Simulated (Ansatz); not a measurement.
Gas-phase electronic energies from Ansatz, PBE0-D4/def2-TZVP geometries. CBS: MP2 limit from def2 TZ/QZ plus the TZ coupled-cluster correction, frozen cores. Functionals use def2-TZVPP. B3LYP here is the variant with VWN-RPA as its local correlation; programs differ in this. HSE06 is defined as in plane-wave codes. def2 core potentials past Kr. For Sb outer-core shells are correlated without core-valence functions, which leaves a few kJ/mol of doubt a bond. Each species was taken in one conformer, which may not be the lowest.

Consider the cleavage of the Si–Si bond: `CO[SiH](F)[SiH3]` + `[NH2][SbH2]` → `[SiH3][NH][SbH2]` + `CO[SiH2]F`.

`CO[SiH](F)[SiH3]`:

Z-matrix (Å, degrees):
```
C
O 1 1.413
H 1 1.093 2 110.6
H 1 1.096 2 111.5 3 121.2
H 1 1.091 2 108.3 3 -119.2
Si 2 1.629 1 125.1 3 -83.2
Si 6 2.338 2 106.9 1 -171.3
F 6 1.605 2 110.5 1 69.8
H 6 1.490 2 109.5 1 -45.4
H 7 1.487 6 109.9 2 -177.2
H 7 1.486 6 110.3 2 -56.8
H 7 1.487 6 109.4 2 63.6
```

`[NH2][SbH2]`:

Cartesian coordinates in Å:
```
N 0.879 0.295 0.501
Sb -0.718 -0.916 0.141
H 0.943 1.088 -0.123
H 0.867 0.643 1.451
H -1.799 0.236 -0.547
H -0.172 -1.346 -1.422
```

`[SiH3][NH][SbH2]`:

Cartesian coordinates in Å:
```
Si 0.061 1.102 -0.524
N -0.559 0.113 0.738
Sb -0.175 -1.860 1.008
H 1.537 1.309 -0.454
H -0.597 2.436 -0.461
H -0.229 0.449 -1.829
H -0.882 0.565 1.580
H 1.474 -1.809 0.523
H -0.630 -2.305 -0.582
```

`CO[SiH2]F`:

Z-matrix (Å, degrees):
```
C
O 1 1.412
H 1 1.094 2 110.6
H 1 1.091 2 108.3 3 119.2
H 1 1.096 2 111.7 3 -121.3
Si 2 1.623 1 125.2 3 82.5
F 6 1.598 2 111.1 1 -70.1
H 6 1.474 2 106.8 1 172.1
H 6 1.483 2 110.6 1 47.2
```

```tsv
level	ΔE (kJ/mol)	difference from CCSD(T)/CBS
LDA (SPW92)	-47.5	20.3
revPBE-D4	-44.7	23.1
r2SCAN-D4	-57.6	10.2
B97M-V	-57.1	10.7
PBE0-D4	-51.1	16.7
B3LYP-D4	-62.6	5.2
r2SCANh-D4	-59.5	8.3
r2SCAN0-D4	-62.2	5.6
BHLYP-D4	-72.7	-4.9
CAM-B3LYP-D4	-67.5	0.3
ωB97X-V	-61.7	6.1
ωB97M-V	-67.9	-0.1
B2PLYP	-67.4	0.4
PBE-QIDH	-64.8	3.0
PBE	-41.2	26.6
revPBE	-38.6	29.2
BLYP	-52.9	14.9
r2SCAN	-57.4	10.4
PBE0	-49.8	18.0
B3LYP	-59.7	8.1
r2SCANh	-59.3	8.5
r2SCAN0	-61.9	5.9
HSE06	-49.9	17.9
BHLYP	-70.3	-2.5
CAM-B3LYP	-66.1	1.7
LC-ωPBE	-57.7	10.1
RPA@PBE/def2-TZVPP	-68.2	-0.4
MP2/def2-SVP	-77.9	-10.1
CCSD/def2-SVP	-70.6	-2.8
CCSD(T)/def2-SVP	-69.3	-1.5
HF/def2-TZVPP	-80.8	-13.0
SCS-MP2/def2-TZVPP	-78.8	-11.0
CCSD/def2-TZVPP	-69.3	-1.5
CCSD(T)/def2-TZVPP	-67.6	0.2
HF/def2-QZVPP	-82.9	-15.1
MP2/def2-QZVPP	-79.0	-11.2
SCS-MP2/def2-QZVPP	-79.5	-11.7
HF/CBS(def2)	-83.2	-15.4
MP2/CBS(def2)	-78.4	-10.6
CCSD/CBS(def2)	-69.6	-1.8
CCSD(T)/CBS	-67.8	0
```

Largest T1 diagnostic among the species: 0.013.

From r2SCAN to r2SCAN0 (25 % exact exchange), in def2-TZVPP and without D4, ΔE moves by −4.5 kJ/mol. Leaving LDA and LC-ωPBE aside and taking each functional with its dispersion term where it has one, the values, not all of them listed here, spread over 29.9 kJ/mol, from BHLYP-D4 to PBE-D4. LDA lies −6.3 kJ/mol from PBE without D4.
